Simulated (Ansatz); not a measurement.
Computed with Ansatz on PBE0-D4/def2-TZVP structures; ΔE is electronic, products minus reactants. CBS: MP2 limit from def2 TZ/QZ plus the TZ coupled-cluster correction, frozen cores. Functionals use def2-TZVPP. B3LYP here is the variant with VWN-RPA as its local correlation; programs differ in this. HSE06 is defined as in plane-wave codes. Elements past krypton have def2 core potentials. For I, In outer-core shells are correlated without core-valence functions, which leaves a few kJ/mol of doubt a bond. Each species was taken in one conformer, which may not be the lowest.

Consider the redistribution: `C=C[Si](F)(F)F` + `[Cl][In]([Cl])[I]` → `F[Si](F)(F)I` + `C=[CH][In]([Cl])[Cl]`.

```json
{"level": "B97M-V", "ΔE (kJ/mol)": "87.6", "difference from CCSD(T)/CBS": "1.6"}
{"level": "PBE0-D4", "ΔE (kJ/mol)": "85.5", "difference from CCSD(T)/CBS": "-0.5"}
{"level": "B3LYP-D4", "ΔE (kJ/mol)": "88.4", "difference from CCSD(T)/CBS": "2.4"}
{"level": "r2SCAN0-D4", "ΔE (kJ/mol)": "89.5", "difference from CCSD(T)/CBS": "3.5"}
{"level": "HSE06-D4", "ΔE (kJ/mol)": "85.7", "difference from CCSD(T)/CBS": "-0.3"}
{"level": "BHLYP-D4", "ΔE (kJ/mol)": "96.8", "difference from CCSD(T)/CBS": "10.8"}
{"level": "ωB97X-V", "ΔE (kJ/mol)": "84.7", "difference from CCSD(T)/CBS": "-1.3"}
{"level": "PBE-QIDH", "ΔE (kJ/mol)": "86.8", "difference from CCSD(T)/CBS": "0.8"}
{"level": "revPBE", "ΔE (kJ/mol)": "78.8", "difference from CCSD(T)/CBS": "-7.2"}
{"level": "BLYP", "ΔE (kJ/mol)": "84.6", "difference from CCSD(T)/CBS": "-1.4"}
{"level": "B3LYP", "ΔE (kJ/mol)": "89.7", "difference from CCSD(T)/CBS": "3.7"}
{"level": "LC-ωPBE", "ΔE (kJ/mol)": "83.8", "difference from CCSD(T)/CBS": "-2.2"}
{"level": "MP2/def2-TZVPP", "ΔE (kJ/mol)": "79.2", "difference from CCSD(T)/CBS": "-6.8"}
{"level": "SCS-MP2/def2-TZVPP", "ΔE (kJ/mol)": "82.2", "difference from CCSD(T)/CBS": "-3.8"}
{"level": "MP2/CBS(def2)", "ΔE (kJ/mol)": "82.3", "difference from CCSD(T)/CBS": "-3.7"}
{"level": "CCSD/CBS(def2)", "ΔE (kJ/mol)": "89.2", "difference from CCSD(T)/CBS": "3.2"}
{"level": "CCSD(T)/CBS", "ΔE (kJ/mol)": "86.0", "difference from CCSD(T)/CBS": "0"}
```

Largest T1 diagnostic among the species: 0.013.

At CCSD(T), def2-SVP lies +21.3 kJ/mol from the extrapolated value and def2-TZVPP −3.1 kJ/mol. From BLYP to BHLYP (50 % exact exchange), in def2-TZVPP and without D4, ΔE moves by +13.2 kJ/mol.
